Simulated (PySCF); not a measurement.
**SMILES C=C[C@@H]1CCC[P@H]1=O, C$_{6}$H$_{11}$OP**

Geometry:
```tsv
atom	x (Å)	y (Å)	z (Å)
C1	-2.694	0.783	-0.505
C2	-1.976	-0.319	-0.399
C3	-0.508	-0.378	-0.665
C4	0.278	-1.231	0.331
C5	1.758	-0.949	0.076
C6	1.946	0.571	0.049
P7	0.354	1.248	-0.591
O8	0.420	2.063	-1.805
H9	-2.240	1.717	-0.802
H10	-3.754	0.796	-0.319
H11	-2.435	-1.259	-0.116
H12	-0.338	-0.760	-1.683
H13	0.051	-2.293	0.219
H14	0.015	-0.929	1.348
H15	2.036	-1.370	-0.892
H16	2.386	-1.414	0.838
H17	2.761	0.878	-0.606
H18	2.141	0.961	1.049
H19	-0.209	1.895	0.510
```

Computed with TDDFT wB97X-D/def2-SVPD circular dichroism and optical rotation, one conformer, gas phase in PySCF 2.14.0. Geometry: GFN2-xTB.

The molecule is flexible and this is one conformer; a measurement averages over conformers.

Stereocentres: C3 S, P7 R.

What is the specific rotation at 633, 589.3, 546, 436, 405, 365, 355 nm?

[α] in deg dm⁻¹ (g/mL)⁻¹:
| λ (nm) | origin-invariant length gauge | modified velocity gauge | length gauge (centre of mass) | isotropic polarisability (au) |
| --- | --- | --- | --- | --- |
| 633 | +50.1 | +57.1 | +50.1 | 93.4 |
| 589.3 | +58.6 | +66.8 | +58.6 | 93.7 |
| 546 | +69.4 | +79.2 | +69.3 | 94.1 |
| 436 | +116.4 | +132.9 | +116.2 | 95.8 |
| 405 | +139.0 | +158.8 | +138.7 | 96.6 |
| 365 | +179.9 | +205.9 | +179.4 | 97.9 |
| 355 | +193.1 | +221.1 | +192.5 | 98.3 |

And for the mirror image at 589.3 nm?

-58.6 deg dm⁻¹ (g/mL)⁻¹ (origin-invariant length gauge): the same size and the opposite sign.

What is the molar rotation [Φ] = [α]·M/100 of the geometry above at 589.3 nm?

With M = 130.13 g/mol, +76.2 deg cm² dmol⁻¹ (origin-invariant length gauge).

The first excitation lies at 6.95 eV (178 nm) with R = -23.9 × 10⁻⁴⁰ esu² cm² (velocity form).
